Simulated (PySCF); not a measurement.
Isomers of C4H7FOSi, one GFN2-xTB conformer each. Single-point energies are computed at PBE0/pcSseg-1 (PySCF, gas phase, no added dispersion term), electronic only.

Task: Rank them by PBE0/pcSseg-1 energy, lowest first (kJ/mol).
A. `[CH3:1][O:2][Si@@H:3]1[CH2:4][CH:5]=[C:6]1[F:7]` with C1–O2–Si3–C4 173°
B. `[CH2:1]=[C:2]1[CH2:3][C@H:4]1[O:5][SiH2:6][F:7]` with C3–C4–O5–Si6 147°, C4–O5–Si6–F7 64°
C. `[O:1]=[C:2]([SiH3:3])[CH2:4]/[CH:5]=[CH:6]\[F:7]` with O1–C2–C4–C5 -15°, C2–C4–C5–C6 -127°
D. `[CH3:1]/[C:2]([CH:3]=[O:4])=[CH:5]\[SiH2:6][F:7]` with C1–C2–C3–O4 0°, C2–C5–Si6–F7 180°
E. `[CH:1]#[C:2][C@:3]([CH3:4])([F:5])[SiH2:6][OH:7]` with C2–C3–Si6–O7 170°, C3–Si6–O7–H -47°

Result: D (0.0), B (50.0), A (134.1), E (194.9), C (216.9).

As drawn, the lowest has an Si–F bond, which the highest lacks. GFN2-xTB itself gives, in the same order: 96.4, 0.0, 204.8, 209.1, 290.3. GFN2-xTB puts C=C1C[C@H]1O[SiH2]F lowest instead; measured from each level's own lowest isomer, the values differ by up to 96.4 kJ/mol (C/C(C=O)=C\[SiH2]F: 96.4 against 0.0).

Task: Which frontier levels, dipoles and rotational constants go with these structures?

Result: 
```tsv
SMILES	HOMO (eV, PBE0/pcSseg-1)	LUMO (eV)	dipole (D)	A, B, C (MHz)
C/C(C=O)=C\[SiH2]F	-7.75	-2.25	1.52	6218, 906.2, 802.4
C=C1C[C@H]1O[SiH2]F	-7.80	-0.33	1.81	4609, 1179, 1069
CO[Si@@H]1CC=C1F	-7.23	-0.03	1.98	3476, 1537, 1170
C#C[C@](C)(F)[SiH2]O	-7.66	-0.14	0.82	3400, 1507, 1343
O=C([SiH3])C/C=C\F	-6.91	-1.17	1.49	4366, 973.6, 847.5
```
